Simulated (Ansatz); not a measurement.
W2S4⁻, relaxed as a doublet with UKS PBE-D4/def2-SVPD in Ansatz, starting from the GFN1-xTB geometry. Force threshold 0.02 eV/Å.

In the def2 sets W takes a core potential; there is no spin–orbit coupling. The relaxation made no stability test and no search for a lower SCF solution. No other spin state of charge -1 was run. Another isomer (doublet) lies 0.22 eV lower at PBE0-D4/def2-TZVPD; other spin states weren't run for this one.

Start:

| atom | x (Å) | y (Å) | z (Å) |
| --- | --- | --- | --- |
| W1 | 1.5393 | -0.2507 | -0.6304 |
| W2 | -0.7616 | 0.5776 | 0.2446 |
| S3 | 1.6582 | -2.3691 | -1.1815 |
| S4 | 1.1458 | 0.1964 | 1.5933 |
| S5 | -2.4174 | -0.8538 | 0.1007 |
| S6 | -1.1643 | 2.6996 | -0.1267 |

```
         step  energy (eV)  largest force component (eV/Å)  SCF passes
            1  -46971.9909                           0.961          33
            2  -46972.0920                           1.603          44
            3  -46972.2171                           0.395          41
            4  -46972.2416                           0.650          39
            5  -46972.2885                           0.301          34
            6  -46972.3429                           0.345          41
            7  -46972.4142                           0.269          41
            8  -46972.4563                           0.143          41
            9  -46972.5014                           0.286          45
           10  -46972.5174                           0.239          43
11 (rejected)  -46972.5144                           0.533          43
           12  -46972.5261                           0.107          42
           13  -46972.5266                           0.060          38
14 (rejected)  -46972.5253                           0.092          43
           15  -46972.5269                           0.016          36
```

Force components are those of the run's own axes.

End:

Cartesian coordinates in Å:
```
W 1.1209 0.1774 -0.4356
W -0.9611 0.4321 0.6088
S 1.4194 -1.6766 -1.5805
S 0.9853 0.1141 1.9374
S -2.3964 -1.2127 0.3388
S -0.1681 2.1658 -0.8689
```

Bonds formed: W1–S6 (atoms count from 1).

No frequencies were taken in this run, so the end may be a saddle point.

Hardware: 4 threads of Arm Neoverse V1 on a shared host. Wall time 85 s.
